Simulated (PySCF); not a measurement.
Ge(OMe)4 (C4H12GeO4), SMILES C[O][Ge]([O]C)([O]C)[O]C.

Coordinates come from a PBE-D3(BJ)/def2-SVP optimisation. The isomer is the one that the SMILES or the coordinates give; other isomers of the formula were not compared. One conformer was computed; it need not be the lowest.

These are ωB97X/def2-SVP (PySCF) values and carry that method's errors.

Gas-phase values at a fixed geometry.

**Question.** Estimate the frontier levels, gap, dipole moment and polarisability. (An estimate is asked for; the answer gives what the named calculation found.)

**Answer.** 
| Item | Value |
|---|---|
| highest occupied level | -10.41 eV |
| lowest empty level | 2.53 eV |
| orbital gap | 12.94 eV |
| dipole moment | 0.00 D |
| quadrupole, principal values (traceless, Buckingham form, about the centre of nuclear charge) | -1.58, -1.58, 3.16 D·Å |
| mean static polarisability | 78.7 bohr³ (11.67 Å³) |
| polarisability, principal values | 78.3, 78.3, 79.6 bohr³ |
